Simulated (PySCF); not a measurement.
B(CF3)(H)2 (CH2BF3), SMILES BC(F)(F)F. Heavy atoms are numbered as in [BH2:1][C:2]([F:3])([F:4])[F:5]. Hydrogens are named by the atom that carries them.

The structure is a stationary point at B3LYP-D3(BJ)/def2-SVP.

Computed with HF/pcSseg-1 in PySCF.

GIAO shieldings, no solvent; atoms alike by connectivity are averaged. δ = σ(ref) − σ: ¹¹B against BF3 (σ = 102.7 ppm); ¹³C against TMS (σ = 192.6 ppm); ¹⁹F against CFCl3 (σ = 238.5 ppm); ¹H against TMS (σ = 31.99 ppm), references at their B3LYP-D3(BJ)/def2-TZVP geometries, non-relativistic.

Computed chemical shifts:
```
nucleus     atoms  count  δ (ppm)
-------  --------  -----  -------
¹¹B      B1 (BH2)      1     59.9
¹³C            C2      1    116.8
¹⁹F            F3      3    -64.3
¹H        H on B1      2     6.78
```
